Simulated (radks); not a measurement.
Spherical jellium clusters: N electrons in a uniform positive sphere of charge N and radius rs N^(1/3), rs = 2.28 bohr. Method: non-relativistic Kohn-Sham, LDA (Slater exchange, Perdew-Wang correlation), spin-polarised, spherical densities; computed with a radial shooting solver with Libxc functionals. Levels are named by radial order and angular momentum (1s, 1p, 1d, 2s, ...), and open shells are averaged over m.

N = 10, configuration 1s2 1p6 1d(up 2, down 0). This is the lowest configuration that the search found. Occupied and some empty levels:

level,occupation,eigenvalue (eV),<r> (bohr)
1s up,1,-9.4992,3.229
1s down,1,-9.2137,3.170
1p up,3,-6.1385,4.131
1p down,3,-5.7363,4.108
1d up,2,-2.5570,5.165
2s up,0,-2.2930,5.628
1d down,0,-2.1297,5.230
2s down,0,-2.0203,5.759
2p up,0,-0.42023,9.498
2p down,0,-0.28232,10.28

Energy (eV): total -6.48994, kinetic 44.324, external -624.74, Hartree 295.81, exchange-correlation -54.268, background 332.38.
